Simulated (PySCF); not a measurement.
# Vertical excitation energies

Compound: C₂H₁₁NSi₂.
Numbering: `[CH3:1][NH:2][SiH2:3][SiH2:4][CH3:5]` (hydrogens: H6, H7, H8 on C1; H9 on N2; H10, H11 on Si3; H12, H13 on Si4; H14, H15, H16 on C5)

Cartesian coordinates in Å at the GFN2-xTB level; atoms count from 1:
```
atom  x, y, z in Å
C1    -2.7686    0.0325    0.2022
N2    -1.3367    0.1843    0.2753
Si3   -0.3338    0.2846   -1.1214
Si4    1.8415    0.4743   -0.3912
C5     2.3126   -0.8341    0.9058
H6    -3.0090   -0.5733   -0.6681
H7    -3.1445   -0.4732    1.0946
H8    -3.2892    0.9917    0.1026
H9    -1.0647    0.6953    1.1014
H10   -0.7138    1.3866   -2.0340
H11   -0.6577   -0.9405   -1.8701
H12    2.7662    0.3204   -1.5238
H13    2.1649    1.7867    0.1963
H14    3.3499   -0.7375    1.2142
H15    1.6960   -0.7516    1.7966
H16    2.1792   -1.8372    0.5106
```

Computed with TDDFT CAM-B3LYP/def2-SVPD, vertical, gas phase, core orbitals frozen in the response (PySCF 2.14.0, density-fitted response routines).

```
state  E (eV)  E (hartree)       f  |μ| (D)  main configurations (H = HOMO, L = LUMO)
   S1    5.61       0.2061  0.0025     0.35                                 H→L (88%)
   S2    6.61       0.2428   0.015     0.78                  H→L+1 (72%), H→L+3 (11%)
   S3    6.76       0.2483  0.0042     0.40     H→L+3 (40%), H→L+2 (26%), H→L+4 (15%)
   S4    6.93       0.2546  0.0069     0.51     H→L+2 (41%), H→L+3 (28%), H→L+7 (13%)
   S5    7.12       0.2617   0.030     1.06     H→L+5 (47%), H→L+4 (22%), H→L+2 (12%)
   S6    7.14       0.2624   0.040     1.21                               H-1→L (77%)
   S7    7.41       0.2725   0.021     0.86   H→L+4 (35%), H→L+5 (21%), H-1→L+1 (19%)
   S8    7.49       0.2754   0.024     0.91    H-1→L+1 (58%), H→L+4 (11%), H→L+5 (9%)
```

Triplets, Tamm–Dancoff:

| state | E (eV) | λ (nm) | main configurations (H = HOMO, L = LUMO) |
| --- | --- | --- | --- |
| T1 | 5.32 | 233.0 | H→L (83%), H→L+1 (9%) |
| T2 | 6.20 | 199.9 | H→L+1 (37%), H-1→L+1 (19%), H→L+3 (12%) |
| T3 | 6.28 | 197.4 | H-1→L (51%), H→L+1 (14%) |

The lowest singlet comes at 221 nm (541 kJ/mol) in the ultraviolet; it is very weak; its leading configuration is HOMO→LUMO (88%). The most intense listed level is S6 at 7.14 eV (174 nm, f = 0.040), 1.53 eV above S1. Löwdin shares by element: HOMO nitrogen 56%, silicon 11% or more, carbon 11% or more, hydrogen 7% or more (atoms not listed hold the other 16%); LUMO silicon 38%, hydrogen 9% or more, carbon 9% or more (atoms not listed hold the other 44%). Weighted by f, the mean energy of these states is 7.13 eV. Orbital energies (eV): HOMO-3 -10.65, HOMO-2 -10.39, HOMO-1 -9.46, HOMO -8.09, LUMO 0.87, LUMO+1 1.18, LUMO+2 1.61. The listed states span 1.88 eV, and the widest gap between neighbours is 1.00 eV (S1 to S2). The window holds the lowest 8 singlets.

One conformer stands for the species.
